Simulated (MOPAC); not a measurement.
A run for MOPAC: PM7 on CH3ISi (SMILES C[Si]I), a point of a torsion scan.

```
PM7 1SCF PRECISE CHARGE=0 THREADS=1
CH3ISi

C     -0.65194861 1    -0.01278732 1    -0.00085701 1
Si     0.80136414 1     1.23115850 1     0.00695964 1
I      2.65971314 1    -0.35854909 1     0.62829126 1
H     -0.77801534 1    -0.48053386 1     0.97571143 1
H     -1.59172791 1     0.47478378 1    -0.25551368 1
H     -0.48751629 1    -0.80964665 1    -0.72639024 1
```

It printed:

```
*******************************************************************************
 **                                                                           **
 **                              MOPAC v23.2.5                                **
 **                                                                           **
 *******************************************************************************
 ** MOPAC's Digital Object Identifier: https://doi.org/10.5281/zenodo.6511958 **
 **                                                                           **
 ** Please cite the open-source release paper for use of this MOPAC version:  **
 ** J. E. Moussa and J. J. P. Stewart (2026)                                  **
 ** MOPAC: An open-source semiempirical molecular orbital program             **
 ** J. Open Source Softw., 11(119), 8025, https://doi.org/10.21105/joss.08025 **
 *******************************************************************************

                              PM7 CALCULATION RESULTS

 *******************************************************************************
 *  PM7        - The PM7 Hamiltonian to be used
 *
 *
 *
 *                 CHARGE ON SYSTEM = 0
 *
 *
 *
 *  PRECISE    - TIGHTER CRITERIA TO BE USED
 *  1SCF       - DO 1 SCF AND THEN STOP
 *  THREADS=1  - MULTI-THREADING NOT USED
 *  T=         - A TIME OF 172800.0 SECONDS REQUESTED
 *  DUMP=N     - RESTART FILE WRITTEN EVERY 7200.0 SECONDS REQUESTED
 *******************************************************************************
PM7 1SCF PRECISE CHARGE=0 THREADS=1
 CH3ISi

   ATOM   CHEMICAL          X               Y               Z
  NUMBER   SYMBOL      (ANGSTROMS)     (ANGSTROMS)     (ANGSTROMS)

     1       C         -0.65194861  *  -0.01278732  *  -0.00085701  *
     2      Si          0.80136414  *   1.23115850  *   0.00695964  *
     3       I          2.65971314  *  -0.35854909  *   0.62829126  *
     4       H         -0.77801534  *  -0.48053386  *   0.97571143  *
     5       H         -1.59172791  *   0.47478378  *  -0.25551368  *
     6       H         -0.48751629  *  -0.80964665  *  -0.72639024  *



          CARTESIAN COORDINATES

    NO.       ATOM           X           Y           Z

     1         C         -0.6519     -0.0128     -0.0009
     2        Si          0.8014      1.2312      0.0070
     3         I          2.6597     -0.3585      0.6283
     4         H         -0.7780     -0.4805      0.9757
     5         H         -1.5917      0.4748     -0.2555
     6         H         -0.4875     -0.8096     -0.7264

 General Reference for PM7:
 "Optimization of Parameters for Semiempirical Methods VI: More Modifications to the
 NDDO Approximations and Re-optimization of Parameters", J. J. P. Stewart, J. Mol. Mod., 1:32, 19 (2013)
 https://link.springer.com/article/10.1007/s00894-012-1667-x

           Empirical Formula: C H3 Si I  =     6 atoms



      MOLECULAR POINT GROUP   :   Cs


      RHF CALCULATION, NO. OF DOUBLY OCCUPIED LEVELS = 9


 -------------------------------------------------------------------------------
 PM7 1SCF PRECISE CHARGE=0 THREADS=1
 CH3ISi



     1SCF WAS SPECIFIED, SO BFGS WAS NOT USED
     SCF FIELD WAS ACHIEVED


                              PM7 CALCULATION
                                                       MOPAC v23.2.5 Linux




          FINAL HEAT OF FORMATION =         54.23445 KCAL/MOL =     226.91693 KJ/MOL


          COSMO AREA              =        124.74 SQUARE ANGSTROMS
          COSMO VOLUME            =        119.14 CUBIC ANGSTROMS

          IONIZATION POTENTIAL    =          9.402773 EV
          HOMO LUMO ENERGIES (EV) =         -9.403 -1.408
          NO. OF FILLED LEVELS    =          9
          MOLECULAR WEIGHT        =        170.0247         POINT GROUP:  Cs

          MOLECULAR DIMENSIONS (Angstroms)

            Atom       Atom       Distance
            H     5    I     3     4.42157
           Si     2    H     6     2.31547
            H     4   Si     2     1.62595


          SCF CALCULATIONS        =          1





   ATOM   CHEMICAL          X               Y               Z
  NUMBER   SYMBOL      (ANGSTROMS)     (ANGSTROMS)     (ANGSTROMS)

     1       C         -0.65194861  *  -0.01278732  *  -0.00085701  *
     2      Si          0.80136414  *   1.23115850  *   0.00695964  *
     3       I          2.65971314  *  -0.35854909  *   0.62829126  *
     4       H         -0.77801534  *  -0.48053386  *   0.97571143  *
     5       H         -1.59172791  *   0.47478378  *  -0.25551368  *
     6       H         -0.48751629  *  -0.80964665  *  -0.72639024  *

                             CARTESIAN COORDINATES

   1    C       -0.651948610    -0.012787320    -0.000857010
   2   Si        0.801364140     1.231158500     0.006959640
   3    I        2.659713140    -0.358549090     0.628291260
   4    H       -0.778015340    -0.480533860     0.975711430
   5    H       -1.591727910     0.474783780    -0.255513680
   6    H       -0.487516290    -0.809646650    -0.726390240


           Empirical Formula: C H3 Si I  =     6 atoms



      MOLECULAR POINT GROUP   :   Cs


                  EIGENVALUES
 -26.23097 -24.11989 -14.77840 -14.74811 -13.85520 -11.40377 -10.15495  -9.76206
  -9.40277  -1.40777  -0.16005   2.37322   5.00559   5.11099   6.40964  22.60103
  23.12543  23.20078  23.50416  24.59326 124.41453 124.42563 124.51767 124.63575
 124.64673


              NET ATOMIC CHARGES AND DIPOLE CONTRIBUTIONS

  ATOM NO.   TYPE          CHARGE      No. of ELECS.   s-Pop       p-Pop       d-Pop
    1          C          -0.688585        4.6886     1.05012     3.63846
    2         Si           0.347114        3.6529     1.25621     2.27381     0.12287
    3          I          -0.211659        7.2117     1.87389     5.33427     0.00350
    4          H           0.183663        0.8163     0.81634
    5          H           0.185807        0.8142     0.81419
    6          H           0.183661        0.8163     0.81634
 DIPOLE           X         Y         Z       TOTAL
 POINT-CHG.    -1.749     1.745    -0.632     2.550
 HYBRID        -0.774    -2.346     0.319     2.491
 SUM           -2.523    -0.601    -0.313     2.612


          ATOMIC ORBITAL ELECTRON POPULATIONS

     Atom    s        px        py        pz      x^2-y^2     xz        z^2       yz        xy
    1  C   1.05012   1.24197   1.20162   1.19488
    2 Si   1.25621   0.61778   1.51169   0.14434   0.02185   0.01689   0.01464   0.01294   0.05654
    3  I   1.87389   1.70785   1.72431   1.90211   0.00091   0.00046   0.00050   0.00027   0.00136
    4  H   0.81634
    5  H   0.81419
    6  H   0.81634

 **********************
 *                    *
 * JOB ENDED NORMALLY *
 *                    *
 **********************




 == MOPAC DONE ==
```

The run finished.

Cost: roughly 0.03 core-seconds.
